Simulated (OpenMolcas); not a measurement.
An atom or ion with 71 electrons was computed by SS-CASPT2, IPEA 0.25 Eh, imaginary shift 0.1 Eh with spin-orbit coupling (OpenMolcas, ANO-RCC-VTZP, DKH2). The lowest levels that the run gave, each within 12 % of the measured value where one is at hand:

```json
{"J": "3/2", "Parity": "even", "E (cm-1)": "0.0", "g": "0.488"}
{"J": "5/2", "Parity": "even", "E (cm-1)": "6510", "g": "1.038"}
{"J": "7/2", "Parity": "even", "E (cm-1)": "11640", "g": "1.190"}
{"J": "9/2", "Parity": "even", "E (cm-1)": "14900", "g": "1.213"}
{"J": "3/2", "Parity": "even", "E (cm-1)": "15260", "g": "1.389"}
{"J": "1/2", "Parity": "even", "E (cm-1)": "17730", "g": "2.108"}
{"J": "7/2", "Parity": "even", "E (cm-1)": "23400", "g": "0.949"}
{"J": "9/2", "Parity": "even", "E (cm-1)": "24470", "g": "1.072"}
{"J": "5/2", "Parity": "even", "E (cm-1)": "25500", "g": "1.553"}
{"J": "3/2", "Parity": "even", "E (cm-1)": "28720", "g": "1.179"}
{"J": "1/2", "Parity": "even", "E (cm-1)": "30600", "g": "1.229"}
{"J": "11/2", "Parity": "even", "E (cm-1)": "32720", "g": "1.091"}
```

Problem. Which ion is it, and what are the configurations and terms?

Solution. Os5+ (Z = 76, charge +5; active space 3 electrons in 5 orbitals (5d)). J, parity and g give the terms where levels are pure, and mixed ones are named by the computed weights; the size of the splittings, set against known spectra of the 71-electron sequence, gives the charge. In order, with the measured energies in cm-1 (the list in Brasseur, Palmeri and Quinet, Atoms 13, 11 (2025)): 5d3 4F 3/2, 5d3 4F 5/2 (6397), 5d3 4F 7/2 (11444), 5d3 4F 9/2 [56 %] (14678), 5d3 4P 3/2 [48 %], 5d3 4P 1/2 [72 %] (16772), 5d3 2G 7/2 (22920), 5d3 2H 9/2 [56 %] (24028), 5d3 4P 5/2 (24828), 5d3 2D 3/2(1) [46 %], 5d3 2P 1/2 [72 %] (28860), 5d3 2H 11/2 (32156).

CASPT2 does not keep the components of a term degenerate, so their means are used; among the terms shown or strongly mixed into the levels shown the widest spread is 780 cm-1 (5d3 2H). Terms from blocks run as CI alone lack orbitals of their own. The CASPT2 spread within a term exceeds the gap to the next term for 5d3 2P and 5d3 2H, so the order of their levels is uncertain. Computed and measured levels are paired by configuration, term and J; levels that our copy of the source lacks, or whose pairing is in doubt (as where it misses far off the trend of its configuration), stay unpaired and out of the deviations. Levels of configurations outside the active space are missing.

A share in square brackets marks a mixed level and gives the weight of the term that names it. A number in round brackets counts repeated terms of one configuration in the order of the reference energies.
